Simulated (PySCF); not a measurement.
## C₆ coefficients of unlike pairs at PBE

Calculated with PySCF 2.14 from the dipole response of each species, C₆(A,B) = (3/π) ∫ α_A(iu) α_B(iu) du, in atomic units, from isotropic polarisabilities. For ions this is the dispersion term alone; charge-induced terms of lower order in 1/R come first.

```
species       configuration                                                                                              basis      relativity  α (bohr³)  C₆ (like pair)
   Re³⁺  [Xe] 4f14 5d4 (5D)                                                          aug-cc-pVTZ-PP with ECP60MDF (6s6p5d3f2g)  core potential      7.480           38.90
    Mo⁺       [Kr] 4d5 (6S)  aug-cc-pVTZ-PP with one added diffuse shell each of s, p, d, f, g type with ECP28MDF (7s7p6d4f3g)  core potential      22.56           147.6
    Cs⁺           [Xe] (1S)                aug-cc-pwCVTZ-X2C with one added diffuse shell each of s, p, d, f type (12s11p9d5f)   spin-free X2C      16.31           140.0
   Ne³⁺   [He] 2s2 2p3 (4S)                                                                           aug-cc-pVQZ (6s5p4d3f2g)            none     0.6916          0.6129
```

(1) Estimate C₆ for Cs⁺ with Mo⁺.

No spin-orbit coupling is included.

The other pairs:

```tsv
pair	C₆
Ne³⁺, Mo⁺	8.098
Ne³⁺, Re³⁺	4.687
Ne³⁺, Cs⁺	8.355
Mo⁺, Re³⁺	72.15
Cs⁺, Re³⁺	72.67
```

## Answers

(1) The integral gives 141.3. The combination rule 2 C_A C_B / (C_A α_B/α_A + C_B α_A/α_B) gives 137.6 and the geometric mean 143.8.
